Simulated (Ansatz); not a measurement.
Species: C3H3F4, net charge 0, doublet state. It need not be the lowest isomer of its formula. 
Coordinates optimised at B3LYP-D3(BJ)/def2-TZVP (Ansatz, a program for electronic structure):
SMILES: F[CH]CC(F)(F)F
```xyz
10

F      2.5970    -0.6610     0.9153
C      1.5671     0.0745     0.4582
C      0.4215    -0.7184    -0.0487
C     -0.8179     0.1245    -0.2545
F     -1.8181    -0.6127    -0.7743
F     -1.2680     0.6589     0.8948
F     -0.5889     1.1467    -1.1075
H      1.8590     1.0404     0.0686
H      0.6466    -1.1980    -1.0115
H      0.1727    -1.5132     0.6578
```
Charge 0, spin multiplicity 2.

Parts of the frozen-core correlation energy in cc-pVDZ (Ansatz, hartree). Frozen orbitals: 7; correlated occupied orbitals by spin: 22 and 21; virtual: 84 and 85. Open shells are spin-unrestricted. Spin-orbit coupling is left out. Non-relativistic.

```tsv
term	value
reference (HF)	-513.09604
MP2 opposite-spin	-0.81737
MP2 same-spin	?
CCSD correlation	?
(T)	?
T1 diagnostic	0.013
largest doubles amplitude	0.019
<S^2> of the reference	0.761
```

Q: What belongs in the gaps?

A: 
- MP2 same-spin, value: -0.30098
- CCSD correlation, value: -1.15539
- (T), value: -0.02568
